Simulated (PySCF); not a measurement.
**Zr: electron affinity**

Zr⁻ [Kr] 4d3 5s2 (4F) → Zr [Kr] 4d2 5s2 (3F), as a difference of total energies. All numbers are calculated (PySCF 2.14, scalar relativity through the core potential, in aug-cc-pVTZ-PP with ECP28MDF (6s6p5d3f2g, 88 functions)). Correlated levels: valence: 4s2 4p6 frozen. The calculations carry no spin-orbit coupling.

```json
{"method": "UHF", "electron affinity (eV)": "-0.202", "difference from reference (eV)": "-0.635"}
{"method": "MP2 (valence)", "electron affinity (eV)": "-0.156", "difference from reference (eV)": "-0.589"}
{"method": "SCS-MP2 (valence)", "electron affinity (eV)": "-0.537", "difference from reference (eV)": "-0.970"}
{"method": "CCSD (valence)", "electron affinity (eV)": "0.180", "difference from reference (eV)": "-0.253"}
{"method": "CCSD(T) (valence)", "electron affinity (eV)": "0.270", "difference from reference (eV)": "-0.163"}
```

Reference: 0.433 eV (measured; photodetachment measurements, as compiled on the Wikipedia data page of electron affinities).

The reference lies between the lowest fine-structure levels, while these numbers refer to the centres of the terms.

Errors of the correlated levels include the incompleteness of this basis and the frozen core.

A negative affinity means that the anion lies above the atom at that level of theory.

The coupled-cluster amplitudes are large for Zr⁻ (T1 above 0.03 or a double amplitude above 0.15), so a single reference is strained.
